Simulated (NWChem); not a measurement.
System: CBr2F2; SMILES FC(F)(Br)Br

All runs: NWChem. Pople sets run with spherical d functions. All runs use the structure optimised with PBE0/def2-SVP. B3LYP is NWChem's, with the RPA form of VWN correlation. Total energies compare along this basis series because the functional is fixed.

```tsv
level	basis functions	energy (Ha)	highest occupied level (eV)	orbital gap (eV)	dipole (D)
B3LYP/STO-3G	51	-5326.3814	-5.12	7.65	0.90
B3LYP/3-21G	71	-5360.0486	?	6.35	0.39
B3LYP/6-31G*	106	-5385.5072	-8.18	6.31	0.17
B3LYP/def2-SVP	106	-5385.3259	-8.13	6.49	0.41
B3LYP/def2-SVPD	148	-5385.3521	-8.39	6.24	0.53
B3LYP/def2-TZVP	189	-5386.2447	-8.33	6.34	0.41
B3LYP/aug-cc-pVTZ	256	-5386.3291	-8.36	6.26	0.46
```

Q: Complete the blanks.

A: 
- B3LYP/3-21G, highest occupied level (eV): -7.86
